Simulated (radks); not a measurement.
Values are calculated unless marked as measured or tabulated.
Question: Orbital eigenvalues (eV) of the boron ion B2+, [He] 2s1, of relativity; Dirac values are averaged over j with weights 2j + 1. Spin-unpolarised spherical Kohn-Sham, LDA (Slater exchange, Perdew-Wang correlation), point nucleus unless stated (finite: rms radius 2.406 fm), a radial shooting solver on a logarithmic mesh with Libxc functionals. A level marked "c x" has the speed of light scaled by that factor.

shell       non-rel.
1s           -209.07
2s           -31.324
2p (empty)   -25.512
3s (empty)   -10.265

Give the values at the level "Dirac, c x 5".

Answer: 
shell       Dirac, c x 5  change of magnitude (%)
1s               -209.07                    0.00
2s               -31.324                    0.00
2p (empty)       -25.512                    0.00
3s (empty)       -10.266                    0.00
